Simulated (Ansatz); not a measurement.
Ansatz (an electronic-structure program) input (B3LYP-D3(BJ)/def2-TZVP):

Ansatz 0.2 input:
```yaml
crystal:
  periodic: [false, false, false]
  atoms:
    - {symbol: C, position_ang: [-3.74793328, -0.53031988, -0.17605544]}
    - {symbol: C, position_ang: [-2.41512833, -0.66521794, 0.46445161]}
    - {symbol: C, position_ang: [-1.18096305, -0.23316724, -0.24283890]}
    - {symbol: C, position_ang: [0.10435764, -0.66077120, 0.46050759]}
    - {symbol: C, position_ang: [1.38646633, -0.26055771, -0.24876999]}
    - {symbol: C, position_ang: [2.63326672, -0.82208464, 0.40517751]}
    - {symbol: Cl, position_ang: [1.52673029, 1.56410086, -0.30853061]}
    - {symbol: H, position_ang: [-3.74396940, -0.92465347, -1.19819580]}
    - {symbol: H, position_ang: [-4.05699648, 0.52356260, -0.25954753]}
    - {symbol: H, position_ang: [-4.52642022, -1.04846551, 0.38533626]}
    - {symbol: H, position_ang: [-2.35942319, -0.86549932, 1.52825609]}
    - {symbol: H, position_ang: [-1.17310710, 0.86119309, -0.36014712]}
    - {symbol: H, position_ang: [-1.18615457, -0.62576339, -1.26920155]}
    - {symbol: H, position_ang: [0.11612627, -1.75250036, 0.55052973]}
    - {symbol: H, position_ang: [0.12370045, -0.26195646, 1.47861398]}
    - {symbol: H, position_ang: [1.34246191, -0.55138400, -1.29808689]}
    - {symbol: H, position_ang: [3.53207439, -0.50242156, -0.12013688]}
    - {symbol: H, position_ang: [2.70481414, -0.49494981, 1.44321521]}
    - {symbol: H, position_ang: [2.59208267, -1.91416492, 0.38955079]}
basis:
  gaussian:
    orbitals: def2-TZVP
hamiltonian:
  xc: b3lyp
  dispersion: d3bj
magnetization: {spin_polarized: true, initial_magnetization: 1}
phonons: {temperatures: {t_min: 298.15, t_max: 298.15, t_step: 100}}
```

Output:

```
Functional definition: B3LYP
integrals: 0.30 GiB planned
1871 factors; their error is unknown
0.36 GiB of the device are held for the grids
2.01 GiB of device memory are held for the factors and their scratch space
mean field: 2.39 GiB planned
mean field evaluation 1: about -18925.8616 eV, gradient 6.0e1 eV
mean field evaluation 2: about -18913.5796 eV, gradient 7.5e1 eV
mean field evaluation 4: about -18942.8153 eV, gradient 5.2e0 eV
mean field evaluation 8: about -18942.9384 eV, gradient 8.1e-2 eV
mean field evaluation 16: about -18942.9225 eV, gradient 5.7e-4 eV
mean field -18942.92247760 eV, -696.1395610776 hartree, gradient 1.9e-5 eV, S^2 0.754126; 0 other end points of the search recorded, 0 dependent functions left out
the calculation of the forces begins
reference -18942.92283492 eV, -696.1395742089 hartree; 33, 32 occupied and 262, 263 virtual orbitals, 1871 factors
these checks for a lower state are left out or cut short: stability, starts, cluster_reference, orbital_swaps, neighbouring_geometries, increment
integrals: 0.30 GiB planned
1871 factors; their error is unknown
0.36 GiB of the device are held for the grids
2.01 GiB of device memory are held for the factors and their scratch space
mean field: 2.39 GiB planned
mean field -18942.92226775 eV, -696.1395533660 hartree, gradient 2.8e-6 eV, S^2 0.754125; 0 other end points of the search recorded, 0 dependent functions left out
the calculation of the forces begins
reference -18942.92262516 eV, -696.1395665004 hartree; 33, 32 occupied and 262, 263 virtual orbitals, 1871 factors
these checks for a lower state are left out or cut short: stability, starts, cluster_reference, orbital_swaps, neighbouring_geometries, increment
integrals: 0.30 GiB planned
1871 factors; their error is unknown
0.36 GiB of the device are held for the grids
2.01 GiB of device memory are held for the factors and their scratch space
mean field: 2.39 GiB planned
mean field evaluation 32: about -18942.9224 eV, gradient 7.1e-3 eV
mean field -18942.92238162 eV, -696.1395575506 hartree, gradient 2.8e-6 eV, S^2 0.754127; 0 other end points of the search recorded, 0 dependent functions left out
the calculation of the forces begins
reference -18942.92273885 eV, -696.1395706787 hartree; 33, 32 occupied and 262, 263 virtual orbitals, 1871 factors
these checks for a lower state are left out or cut short: stability, starts, cluster_reference, orbital_swaps, neighbouring_geometries, increment
integrals: 0.30 GiB planned
1871 factors; their error is unknown
0.36 GiB of the device are held for the grids
2.01 GiB of device memory are held for the factors and their scratch space
mean field: 2.39 GiB planned
mean field -18942.92232557 eV, -696.1395554909 hartree, gradient 2.8e-6 eV, S^2 0.754119; 0 other end points of the search recorded, 0 dependent functions left out
the calculation of the forces begins
reference -18942.92268293 eV, -696.1395686236 hartree; 33, 32 occupied and 262, 263 virtual orbitals, 1871 factors
these checks for a lower state are left out or cut short: stability, starts, cluster_reference, orbital_swaps, neighbouring_geometries, increment
integrals: 0.30 GiB planned
1871 factors; their error is unknown
0.36 GiB of the device are held for the grids
2.01 GiB of device memory are held for the factors and their scratch space
mean field: 2.39 GiB planned
mean field -18942.92233589 eV, -696.1395558700 hartree, gradient 2.8e-6 eV, S^2 0.754133; 0 other end points of the search recorded, 0 dependent functions left out
[...]
integrals: 0.30 GiB planned
1871 factors; their error is unknown
0.36 GiB of the device are held for the grids
2.01 GiB of device memory are held for the factors and their scratch space
mean field: 2.39 GiB planned
mean field -18942.92244398 eV, -696.1395598422 hartree, gradient 2.8e-6 eV, S^2 0.754126; 0 other end points of the search recorded, 0 dependent functions left out
the calculation of the forces begins
reference -18942.92280130 eV, -696.1395729734 hartree; 33, 32 occupied and 262, 263 virtual orbitals, 1871 factors
these checks for a lower state are left out or cut short: stability, starts, cluster_reference, orbital_swaps, neighbouring_geometries, increment
integrals: 0.30 GiB planned
1871 factors; their error is unknown
0.36 GiB of the device are held for the grids
2.01 GiB of device memory are held for the factors and their scratch space
mean field: 2.39 GiB planned
mean field -18942.92246645 eV, -696.1395606681 hartree, gradient 2.8e-6 eV, S^2 0.754126; 0 other end points of the search recorded, 0 dependent functions left out
the calculation of the forces begins
reference -18942.92282377 eV, -696.1395737994 hartree; 33, 32 occupied and 262, 263 virtual orbitals, 1871 factors
these checks for a lower state are left out or cut short: stability, starts, cluster_reference, orbital_swaps, neighbouring_geometries, increment
integrals: 0.30 GiB planned
1871 factors; their error is unknown
0.36 GiB of the device are held for the grids
2.01 GiB of device memory are held for the factors and their scratch space
mean field: 2.39 GiB planned
mean field evaluation 768: about -18942.9224 eV, gradient 2.1e-6 eV
mean field -18942.92240897 eV, -696.1395585556 hartree, gradient 2.8e-6 eV, S^2 0.754126; 0 other end points of the search recorded, 0 dependent functions left out
the calculation of the forces begins
reference -18942.92276633 eV, -696.1395716884 hartree; 33, 32 occupied and 262, 263 virtual orbitals, 1871 factors
these checks for a lower state are left out or cut short: stability, starts, cluster_reference, orbital_swaps, neighbouring_geometries, increment
integrals: 0.30 GiB planned
1871 factors; their error is unknown
0.36 GiB of the device are held for the grids
2.01 GiB of device memory are held for the factors and their scratch space
mean field: 2.39 GiB planned
mean field -18942.92235778 eV, -696.1395566745 hartree, gradient 2.8e-6 eV, S^2 0.754126; 0 other end points of the search recorded, 0 dependent functions left out
the calculation of the forces begins
reference -18942.92271506 eV, -696.1395698043 hartree; 33, 32 occupied and 262, 263 virtual orbitals, 1871 factors
these checks for a lower state are left out or cut short: stability, starts, cluster_reference, orbital_swaps, neighbouring_geometries, increment
integrals: 0.30 GiB planned
1871 factors; their error is unknown
0.36 GiB of the device are held for the grids
2.01 GiB of device memory are held for the factors and their scratch space
mean field: 2.39 GiB planned
mean field -18942.92249244 eV, -696.1395616231 hartree, gradient 2.8e-6 eV, S^2 0.754126; 0 other end points of the search recorded, 0 dependent functions left out
the calculation of the forces begins
reference -18942.92284975 eV, -696.1395747541 hartree; 33, 32 occupied and 262, 263 virtual orbitals, 1871 factors
these checks for a lower state are left out or cut short: stability, starts, cluster_reference, orbital_swaps, neighbouring_geometries, increment
integrals: 0.30 GiB planned
1871 factors; their error is unknown
0.36 GiB of the device are held for the grids
2.01 GiB of device memory are held for the factors and their scratch space
mean field: 2.39 GiB planned
mean field -18942.92243231 eV, -696.1395594136 hartree, gradient 2.8e-6 eV, S^2 0.754126; 0 other end points of the search recorded, 0 dependent functions left out
the calculation of the forces begins
reference -18942.92278964 eV, -696.1395725450 hartree; 33, 32 occupied and 262, 263 virtual orbitals, 1871 factors
these checks for a lower state are left out or cut short: stability, starts, cluster_reference, orbital_swaps, neighbouring_geometries, increment
integrals: 0.30 GiB planned
1871 factors; their error is unknown
0.36 GiB of the device are held for the grids
2.01 GiB of device memory are held for the factors and their scratch space
mean field: 2.39 GiB planned
mean field -18942.92234774 eV, -696.1395563055 hartree, gradient 2.8e-6 eV, S^2 0.754126; 0 other end points of the search recorded, 0 dependent functions left out
the calculation of the forces begins
reference -18942.92270502 eV, -696.1395694352 hartree; 33, 32 occupied and 262, 263 virtual orbitals, 1871 factors
these checks for a lower state are left out or cut short: stability, starts, cluster_reference, orbital_swaps, neighbouring_geometries, increment
integrals: 0.30 GiB planned
1871 factors; their error is unknown
0.36 GiB of the device are held for the grids
2.01 GiB of device memory are held for the factors and their scratch space
mean field: 2.39 GiB planned
mean field evaluation 800: about -18942.9216 eV, gradient 5.0e-1 eV
mean field -18942.92240545 eV, -696.1395584263 hartree, gradient 2.8e-6 eV, S^2 0.754126; 0 other end points of the search recorded, 0 dependent functions left out
the calculation of the forces begins
reference -18942.92276281 eV, -696.1395715590 hartree; 33, 32 occupied and 262, 263 virtual orbitals, 1871 factors
these checks for a lower state are left out or cut short: stability, starts, cluster_reference, orbital_swaps, neighbouring_geometries, increment
integrals: 0.30 GiB planned
1871 factors; their error is unknown
0.36 GiB of the device are held for the grids
2.01 GiB of device memory are held for the factors and their scratch space
mean field: 2.39 GiB planned
mean field -18942.92246870 eV, -696.1395607509 hartree, gradient 2.8e-6 eV, S^2 0.754126; 0 other end points of the search recorded, 0 dependent functions left out
the calculation of the forces begins
reference -18942.92282603 eV, -696.1395738825 hartree; 33, 32 occupied and 262, 263 virtual orbitals, 1871 factors
these checks for a lower state are left out or cut short: stability, starts, cluster_reference, orbital_swaps, neighbouring_geometries, increment
integrals: 0.30 GiB planned
1871 factors; their error is unknown
0.36 GiB of the device are held for the grids
2.01 GiB of device memory are held for the factors and their scratch space
mean field: 2.39 GiB planned
mean field -18942.92245839 eV, -696.1395603719 hartree, gradient 2.8e-6 eV, S^2 0.754126; 0 other end points of the search recorded, 0 dependent functions left out
the calculation of the forces begins
reference -18942.92281570 eV, -696.1395735027 hartree; 33, 32 occupied and 262, 263 virtual orbitals, 1871 factors
Total energy: -18943.67553236 eV, -696.1672353300 hartree
Atom 0 at    -3.747933    -0.530320    -0.176055 Å, force    -0.000106    -0.000233     0.000625 eV/Å
Atom 1 at    -2.415128    -0.665218     0.464452 Å, force     0.000344     0.000565    -0.000910 eV/Å
Atom 2 at    -1.180963    -0.233167    -0.242839 Å, force    -0.000338    -0.000025     0.000268 eV/Å
Atom 3 at     0.104358    -0.660771     0.460508 Å, force     0.000661     0.000266    -0.000192 eV/Å
Atom 4 at     1.386466    -0.260558    -0.248770 Å, force     0.000237    -0.000079     0.000167 eV/Å
Atom 5 at     2.633267    -0.822085     0.405178 Å, force    -0.000121    -0.000183    -0.000144 eV/Å
Atom 6 at     1.526730     1.564101    -0.308531 Å, force    -0.000411    -0.000154     0.000175 eV/Å
Atom 7 at    -3.743969    -0.924653    -1.198196 Å, force    -0.000230     0.000126    -0.000133 eV/Å
Atom 8 at    -4.056996     0.523563    -0.259548 Å, force    -0.000230    -0.000320     0.000012 eV/Å
Atom 9 at    -4.526420    -1.048466     0.385336 Å, force     0.000687     0.000341    -0.000215 eV/Å
Atom 10 at    -2.359423    -0.865499     1.528256 Å, force    -0.000345    -0.000342     0.000425 eV/Å
Atom 11 at    -1.173107     0.861193    -0.360147 Å, force     0.000202    -0.000013    -0.000043 eV/Å
Atom 12 at    -1.186155    -0.625763    -1.269202 Å, force    -0.000002    -0.000243     0.000059 eV/Å
Atom 13 at     0.116126    -1.752500     0.550530 Å, force    -0.000316     0.000039     0.000042 eV/Å
Atom 14 at     0.123700    -0.261956     1.478614 Å, force    -0.000032     0.000182    -0.000196 eV/Å
Atom 15 at     1.342462    -0.551384    -1.298087 Å, force     0.000057     0.000044    -0.000111 eV/Å
Atom 16 at     3.532074    -0.502422    -0.120137 Å, force    -0.000086    -0.000028     0.000012 eV/Å
Atom 17 at     2.704814    -0.494950     1.443215 Å, force     0.000025     0.000003     0.000148 eV/Å
Atom 18 at     2.592083    -1.914165     0.389551 Å, force     0.000002     0.000053     0.000010 eV/Å
Dipole moment:    -0.059974    -0.393500     0.022653 e Å
Vibrations: 42.13 70.62 113.05 122.73 129.75 247.13 259.61 298.92 372.58 376.44 430.28 486.72 605.33 764.30 905.66 919.87 946.23 992.57 1028.25 1062.94 1074.18 1120.75 1138.87 1173.85 1183.07 1272.10 1283.51 1325.08 1341.49 1392.05 1409.09 1415.16 1422.73 1467.25 1473.41 1479.85 1485.24 1488.13 1497.83 2943.64 2953.03 2978.71 3016.22 3017.86 3035.89 3055.38 3078.54 3090.12 3101.05 3122.88 3160.49 cm⁻¹, zero-point energy 4.474129 eV
```

It need not be the lowest isomer of its formula.
